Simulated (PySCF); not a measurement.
A series of related molecules.

All values: CAM-B3LYP/def2-SVPD (PySCF) at PBE0-D3(BJ)/def2-SVP geometries, gas phase, one conformer each. Core orbitals are frozen in the response; Δα² is half the sum of the squared differences of the principal polarisabilities. The calculation is non-relativistic, for bromine too.

Question: Rank by HOMO energy, lowest first.
A. Ti(SMe)Me3, `C[S][Ti]([CH3])([CH3])[CH3]`
B. Ti(NCS)Me3, `[CH3][Ti]([CH3])([CH3])[N]=C=S`
C. TiEtMe3, `C[CH2][Ti]([CH3])([CH3])[CH3]`
D. TiClMe3, `[CH3][Ti]([CH3])([CH3])[Cl]`
E. Ti(OMe)Me3, `C[O][Ti]([CH3])([CH3])[CH3]`
F. TiFMe3, `[CH3][Ti]([CH3])([CH3])[F]`

Answer: D (-9.53 eV), F (-9.40 eV), E (-8.81 eV), B (-8.64 eV), C (-8.49 eV), A (-8.25 eV).

Question: Rank by mean static polarisability, lowest first.
A. Ti(SMe)Me3, `C[S][Ti]([CH3])([CH3])[CH3]`
B. TiFMe3, `[CH3][Ti]([CH3])([CH3])[F]`
C. TiBrMe3, `[CH3][Ti]([CH3])([CH3])[Br]`
D. Ti(OMe)Me3, `C[O][Ti]([CH3])([CH3])[CH3]`
E. Ti(NCS)Me3, `[CH3][Ti]([CH3])([CH3])[N]=C=S`
F. TiClMe3, `[CH3][Ti]([CH3])([CH3])[Cl]`

Answer: B (11.74 Å³), F (13.96 Å³), D (14.75 Å³), C (15.20 Å³), A (17.19 Å³), E (19.66 Å³).

All values together:

```
                        SMILES   formula  μ (D)  HOMO (eV)  LUMO (eV)  α (Å³)  Δα (Å³)  electrons  α per electron (Å³)  ΔSCF removal energy (eV)
    [CH3][Ti]([CH3])([CH3])[F]   C3H9FTi   1.50      -9.40      -0.56   11.74     2.75         58                0.202                     10.01
   C[S][Ti]([CH3])([CH3])[CH3]  C4H12STi   1.44      -8.25      -0.74   17.19     3.02         74                0.232                         –
   [CH3][Ti]([CH3])([CH3])[Br]  C3H9BrTi   2.22      -9.48      -0.95   15.20     1.49         84                0.181                         –
 C[CH2][Ti]([CH3])([CH3])[CH3]   C5H14Ti   0.33      -8.49      -0.10   16.06     1.90         66                0.243                         –
[CH3][Ti]([CH3])([CH3])[N]=C=S  C4H9NSTi   2.81      -8.64      -1.17   19.66    11.47         78                0.252                         –
   [CH3][Ti]([CH3])([CH3])[Cl]  C3H9ClTi   2.11      -9.53      -0.87   13.96     0.09         66                0.212                         –
   C[O][Ti]([CH3])([CH3])[CH3]  C4H12OTi   1.45      -8.81       0.01   14.75     0.88         66                0.224                         –
```

A dash marks a removal energy that wasn't run or isn't settled.

How closely does the mean polarisability follow the number of electrons in this set?

The correlation coefficient is 0.66; α per electron runs from 0.181 to 0.252 Å³.
